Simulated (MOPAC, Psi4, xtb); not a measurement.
Internal rotation in SMILES COC(=O)c1ccc(OC)cc1 (C9H10O3), singlet. Scanned: dihedral C1–O2–C3–O4; all other coordinates were relaxed at GFN2-xTB. Points at φ and −φ are mirror images. Heavy atoms are numbered in the order of the SMILES COC(=O)c1ccc(OC)cc1, hydrogens after them in the order of the atoms that carry them; the mirror image has the same energies with the sign of each dihedral reversed.

Methods: GFN1-xTB // GFN2-xTB (xtb); B3LYP/def2-SVP // GFN2-xTB (Psi4); PM3, restricted, heats of formation // GFN2-xTB (MOPAC).

Energies in kJ/mol, each method relative to its own lowest point.

```tsv
φ / °	GFN1-xTB	B3LYP/def2-SVP	PM3
-165	45.6	56.3	15.2
-150	46.9	54.8	18.8
-135	49.9	55.0	21.5
-120	53.0	54.8	22.1
-105	54.7	54.2	23.2
-90	53.0	51.6	22.9
-75	46.2	45.4	20.6
-60	35.0	35.5	17.2
-45	22.3	23.5	13.1
-30	11.2	12.5	9.2
-15	3.2	3.7	2.9
0	0.0	0.0	0.0
15	3.2	3.7	2.9
30	11.2	12.5	9.2
45	22.3	23.5	13.1
60	35.0	35.5	17.2
75	46.2	45.4	20.6
90	53.0	51.6	22.9
105	54.7	54.2	23.2
120	53.0	54.8	22.1
135	49.9	55.0	21.5
150	46.9	54.8	18.8
165	45.6	56.3	15.2
180	46.9	60.4	13.0
```
